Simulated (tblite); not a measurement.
Species: C₆H₄S₂.
SMILES: `c1cc2sccc2s1`

All values are computed: GFN2-xTB (tblite) harmonic vibrations without scaling, gas phase. This tight-binding method is rough: wavenumbers can miss measured ones by several per cent, in bad cases by 10 to 20.

Harmonic wavenumbers (cm⁻¹): 197.4, 209.2, 340.8, 402.3, 458.4, 480.7, 524.4, 587.7, 619.9, 731.7, 754.9, 772.4, 787.9, 821.4, 824.1, 845.4, 914.6, 1066.9, 1089.6, 1155.9, 1164.1, 1333.0, 1363.8, 1440.0, 1484.1, 1508.8, 3141.6, 3142.0, 3163.4, 3164.3.

A = 3384, B = 1336, C = 958.0 MHz; mass 139.975 u (most abundant isotopes); point group C2h, symmetry number 2.

Problem. What is the zero-point energy?

Solution. ½Σν̃ = 17245 cm⁻¹ = 206.30 kJ/mol.

Problem. Entropy at 400 K, 1 bar (ideal gas, RRHO, classical rotation)?

Solution. Translation 176.59, rotation 117.97, vibration 75.62: S = 370.2 J/(mol K).

Problem. And Cp and H(400 K) − H(0)?

Solution. Cp = 145.48 J/(mol K), of which vibrations give 112.22 (their classical limit is 30 R = 249.4); H(400 K) − H(0) = 32.54 kJ/mol without the zero-point energy, 19.24 from vibrations.

Problem. What must be added to the electronic energy to get the Gibbs energy at 400 K and 1 bar?

Solution. ZPE + [H(400 K) − H(0)] − T·S = 206.30 + 32.54 − 148.07 = 90.77 kJ/mol.

Problem. How do the functions run with temperature in this model?

Solution. 
| T (K) | S (J/(mol K)) | Cp (J/(mol K)) | H − H(0) (kJ/mol) | G − H(0) (kJ/mol) | ln q(vib) |
| --- | --- | --- | --- | --- | --- |
| 50 | 225.7 | 35.0 | 1.68 | -9.61 | 0.01 |
| 100 | 252.9 | 45.6 | 3.67 | -21.62 | 0.12 |
| 298.15 | 332.1 | 114.1 | 19.26 | -79.75 | 1.92 |
| 373.15 | 360.3 | 137.9 | 28.74 | -105.72 | 2.93 |
| 500 | 405.3 | 169.3 | 48.34 | -154.33 | 4.80 |
| 750 | 482.0 | 207.3 | 95.91 | -265.56 | 8.64 |
| 1000 | 544.8 | 229.1 | 150.67 | -394.16 | 12.31 |

q(vib) and H(0) count from the zero-point level.

Problem. Which modes carry the vibrational entropy at 400 K?

Solution. 197.4 cm⁻¹: 11.33; 209.2 cm⁻¹: 10.87; 340.8 cm⁻¹: 7.12; 402.3 cm⁻¹: 5.93; 458.4 cm⁻¹: 5.04; 480.7 cm⁻¹: 4.73 J/(mol K); the other 24 give 30.60 together.

Hindered rotation and anharmonicity are outside this model.

Time: 0.35 s. Hardware: one thread, Arm Neoverse V2 (aarch64) (shared host). This covers the Hessian and the dipole derivatives.
